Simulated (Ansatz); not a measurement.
`C[O][W]([OH])([OH])([OH])([OH])[Cl]`. Charge 0, multiplicity 1. Correlated methods include outer-core shells of W, which these sets cover unevenly. W takes the def2 core potential.

Cartesian coordinates in Å:
```
C -2.076 0.138 -1.138
O -1.223 0.281 -0.043
W 0.536 -0.054 0.445
O 1.133 1.619 1.122
O -0.007 -0.533 2.176
O 2.304 -0.756 0.638
O 0.354 -1.669 -0.525
Cl 1.115 1.013 -1.656
H -2.015 -0.890 -1.508
H -3.099 0.368 -0.835
H -1.756 0.821 -1.930
H 1.505 2.257 0.505
H -0.871 -0.319 2.537
H 2.949 -0.154 1.023
H 1.151 -2.124 -0.812
```

Problem. Give the diagnostics of a CCSD(T)/def2-TZVPP run (frozen core, the Gaussian-basis code of Ansatz). (An estimate is asked.)

Solution. The calculation gave: T1 = 0.0218, largest single amplitude 0.055, largest double 0.019, (T) share of the correlation energy 4.7 %, 14 CCSD cycles. The RHF solution is stable towards an unrestricted one. T1 lies over the customary mark of 0.02 for closed shells; compounds of d metals often pass it without a breakdown.
